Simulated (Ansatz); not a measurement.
Calculated with Ansatz (gas phase, PBE0-D4/def2-TZVP geometries, no zero-point term in ΔE). CCSD(T)/CBS is the MP2 limit (def2-TZVPP, def2-QZVPP) plus CCSD(T) − MP2 in def2-TZVPP, frozen cores. DFT in def2-TZVPP. B3LYP here is the variant with VWN-RPA as its local correlation; programs differ in this. One conformer a species, not always the lowest.

Consider the cleavage of the Si–Si bond: `O[Si]1([SiH3])[SiH2][SiH2]1` + `CNCF` → `CN([SiH3])CF` + `O[SiH]1[SiH2][SiH2]1`.

| level | ΔE (kcal/mol) | difference from CCSD(T)/CBS |
| --- | --- | --- |
| PBE-D4 | -0.6 | 4.7 |
| r2SCAN | -3.6 | 1.7 |
| B3LYP | -5.6 | -0.3 |
| MP2/def2-TZVPP | -6.8 | -1.5 |
| CCSD(T)/def2-TZVPP | -5.7 | -0.4 |
| HF/def2-QZVPP | -10.0 | -4.7 |
| SCS-MP2/def2-QZVPP | -7.6 | -2.3 |
| HF/CBS(def2) | -10.0 | -4.7 |
| MP2/CBS(def2) | -6.4 | -1.1 |
| CCSD/CBS(def2) | -6.1 | -0.8 |
| CCSD(T)/CBS | -5.3 | 0 |

Largest T1 diagnostic among the species: 0.015.

From PBE to PBE0 (25 % exact exchange), in def2-TZVPP and without D4, ΔE moves by −1.4 kcal/mol. In def2-TZVPP, CCSD(T) changes the Hartree–Fock value by +3.9 kcal/mol (the triples alone add +0.8 kcal/mol) and MP2 by +2.8 kcal/mol.
